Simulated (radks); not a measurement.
Values are calculated unless marked as measured or tabulated.
Valence configurations of Gd (all share [Xe]). Level of theory: Dirac Kohn-Sham, LDA (Slater exchange, Perdew-Wang correlation), spin-unpolarised, spherical densities, finite nucleus; open shells are shared between the two j in proportion to 2j + 1; Fermi nuclear charge, rms radius 5.1569 fm (a radial shooting solver on a logarithmic mesh with Libxc functionals). Energies are relative to 4f7 5d1 6s2; eigenvalues in eV.

valence              E (eV)  e(4f5/2)  e(4f7/2)  e(5d3/2)  e(5d5/2)  e(6p1/2)
4f7 5d1 6s2           0.000    -9.314    -8.555    -2.856    -2.585         -
4f5 5d3 6s2          23.687   -23.207   -22.333    -5.006    -4.582         -
4f6.5 5d1.5 6s2       3.755   -12.534   -11.746    -3.405    -3.095         -
4f7 5d1 6s1 6p1       2.942   -10.610    -9.851    -3.903    -3.612    -2.188
4f7 5d2 6s1           1.770    -7.903    -7.146    -2.045    -1.810         -
4f7 5d3               3.828    -6.980    -6.224    -1.565    -1.359         -
4f7 5d0.5 6s2 6p0.5   0.792   -10.879   -10.120    -3.931    -3.630    -2.046
4f8 6s2              -3.761    -3.499    -2.799         -         -         -
4f7 5d1 6p2           6.061   -11.805   -11.046    -4.848    -4.538    -2.684
4f8 5d1 6s1          -1.444    -2.588    -1.890    -1.231    -1.072         -

NIST lists [Xe] 4f7 5d1 6s2 as the ground configuration; this level of theory puts 4f8 6s2 lower, by 3.761 eV. The energies are those of spherical spin-averaged densities, not of single terms.
